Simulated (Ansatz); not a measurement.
Consider the redistribution: `F[SiH2][GaH2]` + `[CH3][Al]1[CH]=[CH]1` → `[SiH3][GaH2]` + `[CH3][Al]1[CH]=[C]1F`.

Isolated molecules relaxed with PBE0-D4/def2-TZVP in Ansatz; ΔE leaves out vibrations. CBS: MP2 limit from def2 TZ/QZ plus the TZ coupled-cluster correction, frozen cores. Functionals use def2-TZVPP. B3LYP here is the variant with VWN-RPA as its local correlation; programs differ in this. For Ga outer-core shells are correlated without core-valence functions, which leaves a few kJ/mol of doubt a bond. Scalar relativity is left out up to krypton.

| level | ΔE (kJ/mol) |
| --- | --- |
| revPBE-D4 | 143.9 |
| B3LYP | 162.2 |

Task: What does CCSD(T)/CBS give? (An estimate is asked.)

Result: The calculation gave: +174.6 kJ/mol. The listed levels differ from it by -30.7, -12.4 kJ/mol.

Largest T1 diagnostic among the species: 0.014.

At CCSD(T), def2-SVP lies −31.1 kJ/mol from the extrapolated value and def2-TZVPP −5.9 kJ/mol. Leaving LDA and LC-ωPBE aside and taking each functional with its dispersion term where it has one, the values, not all of them listed here, spread over 29.4 kJ/mol, from PBE-D4 to BHLYP-D4. LDA lies −6.3 kJ/mol from PBE without D4.
